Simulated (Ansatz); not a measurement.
Calculated with Ansatz (gas phase, PBE0-D4/def2-TZVP geometries, no zero-point term in ΔE). CCSD(T)/CBS adds triple-zeta CCSD(T) − MP2 to the extrapolated MP2 energy (def2 sets, frozen cores). This one scheme is used for every species. DFT in def2-TZVPP. B3LYP here is the variant with VWN-RPA as its local correlation; programs differ in this. HSE06 is defined as in plane-wave codes. For Se outer-core shells are correlated without core-valence functions, which leaves a few kJ/mol of doubt a bond. Scalar relativity is left out up to krypton. Each species was taken in one conformer, which may not be the lowest.

`OC[SiH2][SeH]` + H–F → `OC[SiH2]F` + H₂Se  (ligand exchange at the Si–Se bond)

`OC[SiH2][SeH]`:

Z-matrix (Å, degrees):
```
C
Si 1 1.886
O 1 1.414 2 109.1
H 1 1.100 2 108.7 3 -122.7
H 1 1.102 2 107.7 3 121.8
Se 2 2.279 1 113.5 3 64.5
H 2 1.487 1 107.6 3 -173.6
H 2 1.483 1 110.2 3 -53.0
H 3 0.960 1 109.0 2 -175.7
H 6 1.469 2 92.8 1 74.8
```

H–F:

```xyz
2

F     0.031    0.048    0.456
H    -0.031   -0.048   -0.456
```

`OC[SiH2]F`:

Cartesian coordinates in Å:
```
O 1.391 -0.566 -0.882
C 0.005 -0.666 -0.583
Si -0.561 0.738 0.525
F 0.400 0.707 1.814
H 1.881 -0.569 -0.056
H -0.246 -1.642 -0.142
H -0.527 -0.617 -1.538
H -1.962 0.558 0.987
H -0.382 2.058 -0.124
```

H₂Se:

Cartesian coordinates in Å:
```
Se 0.148 -0.200 0.637
H 0.741 0.759 -0.301
H -0.889 -0.558 -0.336
```

(1) Is it downhill or uphill in electronic energy at CCSD(T)/CBS, and by how much? (Best estimate.)

(2) What do these levels give: BLYP-D4, r2SCANh-D4, ωB97X-V, revPBE, BLYP, r2SCAN, B3LYP, r2SCANh, r2SCAN0, HSE06, MP2/def2-TZVPP, CCSD(T)/def2-TZVPP? (Estimate.)

Largest T1 diagnostic among the species: 0.011.

Results:

(1) Ansatz gave: Downhill: ΔE = -0.69 eV.

(2) Ansatz gave: BLYP-D4 -0.79, r2SCANh-D4 -0.76, ωB97X-V -0.79, revPBE -0.70, BLYP -0.90, r2SCAN -0.79, B3LYP -0.88, r2SCANh -0.77, r2SCAN0 -0.75, HSE06 -0.68, MP2/def2-TZVPP -0.68, CCSD(T)/def2-TZVPP -0.74 eV.

Leaving LDA and LC-ωPBE aside and taking each functional with its dispersion term where it has one, the values, not all of them listed here, spread over 0.26 eV, from CAM-B3LYP-D4 to revPBE-D4. From r2SCAN to r2SCAN0 (25 % exact exchange), in def2-TZVPP and without D4, ΔE moves by +0.04 eV.
